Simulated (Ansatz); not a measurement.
# Relative stability

Two relaxed structures of Si2H2F2, singlet (PBE0-D4/def2-TZVP; forces vanish, vibrations not checked).

A:

F1  (0.320, 2.028, 1.318)
Si2  (0.518, -1.308, 0.837)
F3  (-0.293, -2.001, -0.384)
Si4  (-0.275, 0.941, 0.287)
H5  (0.147, 1.349, -1.086)
H6  (-1.763, 1.028, 0.354)
(Å)

B:

F1  (1.880, -1.130, 0.199)
Si2  (0.348, -0.735, 0.218)
F3  (-0.372, -2.020, 0.797)
Si4  (-0.475, 1.347, 0.217)
H5  (0.361, 1.685, -0.995)
H6  (-1.743, 0.853, -0.437)
(Å)

Ansatz 0.2.0; basis: def2-TZVPP; cores frozen in the correlated methods. B3LYP uses VWN-RPA correlation.

(1) Which structure is lower at CCSD(T), and by how much? (Judge from chemistry; the value comes from the calculation.)

(2) Do the other methods give the same order? (A judgement: the text doesn't fix the answer.)

No T1 diagnostic of these runs exceeds 0.018. The restricted Hartree–Fock reference is unstable towards an unrestricted one at one or more of these structures.

Results:

(1) By the calculation: B, by 0.153 eV (electronic energy, against the other). By their contacts, A is Si₂H₂F₂ ([F][Si][SiH2][F]) and B is Si₂H₂F₂ ([F][Si]([F])[SiH2]).

(2) The calculation gives: Not all: HF gives the other order.

```csv
method,E(B) − E(A) (eV)
PBE-D4,-0.357
r2SCAN-D4,-0.381
PBE0-D4,-0.252
B3LYP-D4,-0.144
wB97M-V,-0.117
HF,0.324
MP2,-0.220
CCSD,-0.051
CCSD(T),-0.153
```

Labels in which every atom is bracketed show which atoms are joined, not bond orders.

For scale, one of the runs: CCSD(T)/def2-TZVPP, 174 basis functions, launched by `ansatz run in.yaml --threads 2 --pin off --events-out ev --progress --plain --max-ram 4352MiB`. Hardware: 2 CPU threads of an Intel Xeon, shared host. Wall time 65 s; peak host memory 1.5 GiB.
